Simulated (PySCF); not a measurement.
**Dipole response of N²⁺ (nitrogen, charge +2)**

[He] 2s2 2p1, 2P determinant. All numbers are calculated (PySCF 2.14, the spin-free X2C one-electron Hamiltonian (Gaussian nucleus), in ANO-RCC-VTZP (4s3p2d1f, 30 functions)). Coupled (time-dependent) response in atomic units; α is the mean over directions. The basis has no added diffuse functions, which lowers α and C₆.

```
method  mean α (bohr³)         α xx, yy, zz  C₆ (like pair)  S(−4)
   UHF           2.692  2.805, 2.466, 2.805           3.808  8.997
   PBE           2.574  2.688, 2.345, 2.688           3.659  6.804
  PBE0           2.586  2.703, 2.351, 2.703           3.671  6.987
 TPSSh           2.605  2.722, 2.369, 2.722           3.757  7.067
  PW91           2.579  2.693, 2.353, 2.693           3.660  6.913
```

S(−4) is the Cauchy moment in α(ω) = α(0) + S(−4) ω² + …

α(iu) at PW91:

```tsv
u (hartree)	α(iu) (bohr³)
0	2.579
0.0500	2.562
0.100	2.513
0.200	2.340
0.300	2.114
0.500	1.660
0.750	1.228
1.00	0.9373
1.50	0.5951
2.00	0.4104
3.00	0.2286
5.00	0.1003
```

For an ion, C₆ is the dispersion term alone; charge-induced terms of lower order in 1/R come first.

The components differ because the open shell of this determinant is not spherical; for a pure term their mean is the scalar polarisability.
